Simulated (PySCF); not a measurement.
# EPR parameters of C4H7Si

Compound: C4H7Si (doublet state).
Cartesian coordinates in Å at the GFN2-xTB level; atoms count from 1:
```
atom  x, y, z in Å
Si1    2.1038    0.2508    0.1620
C2     0.3254   -0.2507   -0.0700
C3    -0.3813   -1.3165   -0.4369
C4    -1.7597   -0.7394   -0.3075
C5    -0.9835    0.5249    0.1256
H6     2.9718   -0.8778   -0.1652
H7     2.3859    1.3921   -0.7166
H8     2.2970    0.6668    1.5562
H9    -2.3170   -0.6534   -1.2378
H10   -2.3843   -1.1925    0.4593
H11   -1.0957    1.3698   -0.5520
H12   -1.1612    0.8252    1.1570
```

Identity: `[SiH3]C1=[C]CC1` [radical].

Method used: UKS B3LYP, pcH-1 on C H Si, non-relativistic, mean-field spin-orbit, GIAO in PySCF. Isolated species at its GFN2-xTB geometry, gas phase. A GFN2-xTB geometry isn't a minimum of the functional, and hyperfine couplings can be far from their values at a DFT geometry. Stability of the SCF solution: not tested.

```json
{"g1, g2, g3": "2.00103, 2.00213, 2.00286", "g_iso": "2.00201", "Form of g": "rhombic: the two nearest values differ by 40 % of g3 − g1", "⟨S²⟩": "0.7573 (exact 0.7500)", "α and β electrons": "23, 22", "HOMO–LUMO gap, α and β orbitals": "5.98, 4.70 eV", "Total energy": "-446.01165 Eh"}
```

Hyperfine couplings atom by atom, in G; T1 to T3 are the principal values of the dipolar part (MHz turned into gauss with g_iso; 10 G = 1 mT):

| atom | isotope | a_iso | of which spin–orbit | T1 | T2 | T3 | Mulliken spin population |
| --- | --- | --- | --- | --- | --- | --- | --- |
| Si1 | 29Si | -4.5 | 0.0 | -1.1 | 0.5 | 0.7 | 0.01 |
| C2 | 13C | 6.6 | 0.0 | -8.8 | -0.6 | 9.4 | -0.07 |
| C3 | 13C | 128.8 | -0.1 | -26.3 | -19.7 | 45.9 | 0.90 |
| C4 | 13C | 12.5 | 0.0 | -5.2 | -4.3 | 9.5 | 0.05 |
| C5 | 13C | 34.3 | 0.0 | -3.5 | -2.7 | 6.2 | 0.09 |
| H6 | 1H | 0.8 | 0.0 | -0.7 | -0.6 | 1.3 | 0.00 |
| H7 | 1H | -1.8 | 0.0 | -0.5 | -0.3 | 0.8 | 0.00 |
| H8 | 1H | -1.8 | 0.0 | -0.5 | -0.3 | 0.8 | 0.00 |
| H9 | 1H | -0.6 | 0.0 | -3.0 | -1.6 | 4.6 | 0.00 |
| H10 | 1H | -0.6 | 0.0 | -3.0 | -1.6 | 4.6 | 0.00 |
| H11 | 1H | 7.5 | 0.0 | -2.0 | -0.3 | 2.3 | 0.01 |
| H12 | 1H | 7.5 | 0.0 | -2.0 | -0.3 | 2.3 | 0.01 |

The largest Mulliken spin populations are on C3 (+0.90), C5 (+0.09) and C2 (-0.07). C3 is the only atom above +0.15. The positive populations add up to 1.08 and the negative ones to -0.08, together 2S = 1.

Under fast tumbling the dipolar parts average out, and these isotropic splittings remain: 2 × 1H (H11/H12, I = 1/2, 3 lines) with 0.75 mT, 3 × 1H (H6/H7/H8, I = 1/2, 4 lines) with 0.10 mT and 2 × 1H (H9/H10, I = 1/2, 3 lines) with 0.06 mT.

Nuclei that the bonding pattern makes equivalent are averaged, as if the motion that swaps them (rotation, inversion, ring flip) were fast. The three 1H nuclei of mean -2.7 MHz run from -5.2 to 2.1 MHz in the frozen geometry.

The 29Si coupling of Si1 (-12.7 MHz) shows only in satellite lines or after enrichment, since that isotope makes up about 4.7 % of natural silicon.

The 13C coupling of C3 (360.9 MHz) shows only in satellite lines or after enrichment, since that isotope makes up about 1.07 % of natural carbon.
